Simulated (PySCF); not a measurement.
# Fe: interval between two levels

Fe [Ar] 3d6 4s2 [5D4, M_J = 4] → Fe [Ar] 3d7 4s1 [5F5, M_J = 5], as a difference of total energies. All numbers are calculated (PySCF 2.14, the two-component X2C-1e Hamiltonian, in x2c-TZVPall-2c with one added diffuse shell each of s, p, d type (7s8p5d1f, 63 functions)). Correlated levels: [Ne] frozen; the 6 highest virtual spinors dropped. "Screened" scales the spin-orbit matrix elements by Boettger's factors to mimic the two-electron term; Breit and QED terms are absent.

```csv
method,interval between two levels (cm⁻¹)
GHF (spin-free),17536
GMP2 (spin-free),4823.5
GHF (screened spin-orbit),17403
GMP2 (screened spin-orbit),4678.5
```

Errors of the correlated levels include the incompleteness of this basis and the frozen core.

The labels give the starting determinants; with spin-orbit coupling the two ends relaxed to ⟨J²⟩ = 20.02, ⟨L²⟩ = 6.01, ⟨S²⟩ = 6.01 and ⟨J²⟩ = 30.01, ⟨L²⟩ = 12.01, ⟨S²⟩ = 6.00.

For comparison: 6928.3 cm⁻¹ (measured; NIST Handbook of Basic Atomic Spectroscopic Data (Sansonetti and Martin, J. Phys. Chem. Ref. Data 34, 1559 (2005))).
